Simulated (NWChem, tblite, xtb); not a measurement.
## CH6FNSSi (SMILES NC(F)([SiH3])S): the dipole moment, rung by rung

The species is CH6FNSSi (11 atoms), meant as a singlet with charge 0. SMILES: `NC(F)([SiH3])S`. Geometry: relaxed at PBE0-D4/def2-TZVP. This is one conformer, not always the lowest.

```xyz
11

N    -0.2559    0.9379    1.1117
C     0.0487    0.5320   -0.1917
F     1.0578    1.3258   -0.7902
Si    0.6268   -1.2855   -0.2883
S    -1.3787    0.8056   -1.3038
H     0.5106    0.7999    1.7576
H    -0.6036    1.8884    1.1558
H     1.1301   -1.5524   -1.6544
H    -0.5259   -2.1616    0.0328
H     1.7082   -1.4996    0.7138
H    -2.2529    0.1525   -0.5227
```

Quantity: the dipole moment, in D. The values are calculated.

```
                             level            kind  program  value (D)   CPU time
                         IPEA1-xTB  semi-empirical   tblite       3.17  under 2 s
                          GFN2-xTB  semi-empirical   tblite       3.23  under 2 s
                          GFN1-xTB  semi-empirical   tblite       2.59  under 2 s
                          GFN0-xTB  semi-empirical      xtb       2.71  under 2 s
                         HF/STO-3G    Hartree–Fock   NWChem       1.37      3.9 s
                          HF/3-21G    Hartree–Fock   NWChem       2.62      5.5 s
   HF/6-31G* (spherical functions)    Hartree–Fock   NWChem       2.28       29 s
B3LYP/6-31G* (spherical functions)   global hybrid   NWChem       2.15       30 s
B3LYP/6-31G* (Cartesian functions)   global hybrid   NWChem       2.15       32 s
```

The values span 1.37 to 3.23 D. Magnitudes only. Sets without polarisation functions give poor dipoles. Without the sets that lack polarisation functions the rows with a basis span only 2.15 to 2.28 D. Times are those of the runs behind each value, whatever else they computed, on shared processors of several kinds: orders of magnitude only.
